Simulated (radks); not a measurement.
Task: Eu III, configuration [Kr] 4d10 4f7 5s2 5p5 6p1 (not the ground configuration). All-electron calculation, Dirac Kohn-Sham, PW91, spin-unpolarised, spherical densities, finite nucleus; open shells fill j = l - 1/2 first; Fermi nuclear charge, rms radius 5.1115 fm. Program: a radial shooting solver on a logarithmic mesh with Libxc functionals. Some entries of the table are withheld. Estimate them.

| orbital | occ. | eigenvalue (eV) | <1/r> (bohr^-1) |
|---|---|---|---|
| 1s1/2 | 2 | -48337.66 | 70.22 |
| 2s1/2 | 2 | -7950.117 | 16.72 |
| 2p1/2 | 2 | -7544.372 | 16.70 |
| 2p3/2 | 4 | -6896.106 | 14.82 |
| 3s1/2 | 2 | (1) | 6.087 |
| 3p1/2 | 2 | -1588.572 | 6.003 |
| 3p3/2 | 4 | -1456.429 | 5.528 |
| 3d3/2 | 4 | -1152.465 | 5.404 |
| 3d5/2 | 6 | -1123.707 | 5.286 |
| 4s1/2 | 2 | -365.5331 | 2.538 |
| 4p1/2 | 2 | -297.7638 | 2.431 |
| 4p3/2 | 4 | -268.6376 | 2.270 |
| 4d3/2 | 4 | -157.0306 | 2.049 |
| 4d5/2 | 6 | -151.8113 | 2.009 |
| 5s1/2 | 2 | -63.8700 | 0.9739 |
| 5p1/2 | 2 | -45.3392 | 0.8629 |
| 5p3/2 | 3 | -41.3077 | 0.8088 |
| 4f5/2 | 6 | (2) | 1.442 |
| 4f7/2 | 1 | (3) | 1.424 |
| 6p1/2 | 1 | (4) | 0.3183 |
| 6p3/2 | 0 | (5) | 0.3047 |

Result: 
(1) 3s1/2 eigenvalue (eV): -1764.013
(2) 4f5/2 eigenvalue (eV): -22.2928
(3) 4f7/2 eigenvalue (eV): -21.6619
(4) 6p1/2 eigenvalue (eV): -12.4505
(5) 6p3/2 eigenvalue (eV): -11.8785
